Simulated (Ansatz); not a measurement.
Abridged output of a molecular run in Ansatz:

```
Functional definition: HF
1113 factors; integrals over basis functions are off by at most 1.4e-3 eV
mean field evaluation 1: about -64885.7904 eV, gradient 4.0e1 eV
mean field evaluation 2: about -64885.8510 eV, gradient 4.0e1 eV
mean field evaluation 4: about -64889.5737 eV, gradient 3.4e0 eV
mean field evaluation 8: about -64889.6222 eV, gradient 3.1e-4 eV
mean field -64889.62216246 eV, -2384.6496307046 hartree, gradient 4.0e-6 eV, S^2 0.000000; 0 other end points of the search recorded, 0 dependent functions left out
12 core orbitals not correlated: weight in the atoms' cores, before any rotation towards them, 1.000 or more for the frozen orbitals, at most 0.000 for the correlated occupied ones
reference -64889.62216246 eV, -2384.6496307046 hartree; 18, 18 occupied and 79, 79 virtual orbitals, 1113 factors
second order -19.78856514 eV of doubles, -0.00000000 eV of singles
cycle   1  -20.17293737 eV  change   -3.8e-1 eV  update   9.4e-2
cycle   2  -20.69698219 eV  change   -5.2e-1 eV  update   2.8e-2
cycle   3  -20.78954991 eV  change   -9.3e-2 eV  update   1.3e-2
cycle   4  -20.78449520 eV  change    5.1e-3 eV  update   3.3e-3
cycle   5  -20.78570847 eV  change   -1.2e-3 eV  update   1.7e-3
cycle   6  -20.78542834 eV  change    2.8e-4 eV  update   5.4e-4
cycle   7  -20.78519448 eV  change    2.3e-4 eV  update   1.9e-4
cycle   8  -20.78517941 eV  change    1.5e-5 eV  update   6.4e-5
cycle   9  -20.78516628 eV  change    1.3e-5 eV  update   2.2e-5
perturbative correction -0.59052974 eV, -0.0217015677 hartree
Total energy: -64910.99785848 eV, -2385.4351730445 hartree
```

Its atoms:

```xyz
11

C    -0.429   -0.119   -1.393
As   -0.838    0.187    0.493
N    -0.188   -1.448    1.055
N     0.596    1.324    0.835
H    -0.653    0.781   -1.967
H    -1.040   -0.943   -1.760
H     0.626   -0.378   -1.515
H    -0.348   -1.578    2.046
H     0.805   -1.556    0.880
H     0.315    2.173    1.303
H     1.154    1.558    0.025
```

(1) Which basis set was used?
A. def2-SVPD
B. def2-TZVPP
C. def2-SVP
D. cc-pV(Q+d)Z

(2) Write the keys of the input that set method, charge and spin (a neutral closed shell needs none for the last two).

## Answers

(1) C. It gives 109 functions.

(2) 
```yaml
correlation: {method: ccsd_t}
```
